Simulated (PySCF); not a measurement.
Atoms are numbered as in `[O:1]=[C:2]([Cl:3])[c:4]1[cH:5][cH:6][cH:7][cH:8][c:9]1[Cl:10]`; H(Xn) means a hydrogen on atom n.

- geometry from GFN2-xTB
- σ from GIAO-PBE0/pcSseg-1
- program: PySCF 2.14
- single conformer, in vacuum, relativity neglected

δ = σ(ref) − σ, references computed at the same level: 13C (σref 186.93) and 1H (σref 31.72) against TMS; H2O for 17O (σref 336.08); 35Cl (σref 949.78) against HCl.

```csv
atoms,nucleus,count,δ (ppm)
C7,13C,1,?
C6,13C,1,131.7
H(C8),1H,1,?
C5,13C,1,144.4
C9,13C,1,?
C8,13C,1,138.0
C4,13C,1,?
H(C5),1H,1,9.00
Cl10,35Cl,1,272
O1,17O,1,592.4
H(C7),1H,1,7.83
H(C6),1H,1,7.64
C2,13C,1,172.2
Cl3,35Cl,1,426
```

Task: Estimate the values marked ?.

Result: 
- C9: 152.0 ppm, aromatic carbon bearing chlorine
- C7: 141.3 ppm, aromatic CH
- C4: 132.0 ppm, substituted aromatic carbon
- H(C8): 7.76 ppm, hydrogen on an aromatic CH; aromatic region

Carbons that carry Cl, above all several Cl atoms, come out too deshielded, partly because spin–orbit coupling is missing. Shifts are as computed. Against solution values, carbons near 30 ppm lie about +3 ppm off and those near 130 ppm about +5 ppm; carbons on Cl a further +6 ppm. Of 1211 compounds with measured shifts, 218 miss one by over three times the rms of a fit or turn the order of signals round; such compounds aren't used in these exercises. Unscaled 17O shifts of doubly bonded oxygen tend to come out too high, by tens of ppm or more. Experimental scales use liquid or dissolved standards, which lie at an offset from isolated H2O (liquid H2O: subtract about 36 ppm).
